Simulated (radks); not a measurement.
The numbers below are computed, except where a source is named.
Initial-state core-level shifts of neutral indium when its valence configuration changes from [Kr] 4d10 5s2 5p1. Code: a radial shooting solver on a logarithmic mesh with Libxc functionals. Model: Dirac Kohn-Sham, PBEsol, spin-unpolarised, spherical densities, point nucleus; open shells are shared between the two j in proportion to 2j + 1. Shifts are changes of the shell-averaged eigenvalues in eV (positive: less bound).

[
 {"valence": "4d9 5s2 5p2", "2p": "-7.546", "3s": "-7.372", "3p": "-7.373", "4s": "-6.638"},
 {"valence": "4d7 5s2 5p4", "2p": "-23.477", "3s": "-22.724", "3p": "-22.726", "4s": "-19.848"},
 {"valence": "4d10 5p3", "2p": "-3.129", "3s": "-3.174", "3p": "-3.172", "4s": "-3.214"},
 {"valence": "4d10 5s1 5p2", "2p": "-1.639", "3s": "-1.660", "3p": "-1.660", "4s": "-1.681"},
 {"valence": "4d7 5s1 5p5", "2p": "-24.752", "3s": "-24.020", "3p": "-24.020", "4s": "-21.117"},
 {"valence": "4d9 5s1 5p3", "2p": "-9.011", "3s": "-8.858", "3p": "-8.857", "4s": "-8.125"},
 {"valence": "4d8 5s2 5p3", "2p": "-15.359", "3s": "-14.936", "3p": "-14.936", "4s": "-13.242"},
 {"valence": "4d9.5 5s2 5p1.5", "2p": "-3.744", "3s": "-3.667", "3p": "-3.667", "4s": "-3.328"},
 {"valence": "4d10 5s1.5 5p1.5", "2p": "-0.842", "3s": "-0.852", "3p": "-0.852", "4s": "-0.863"}
]
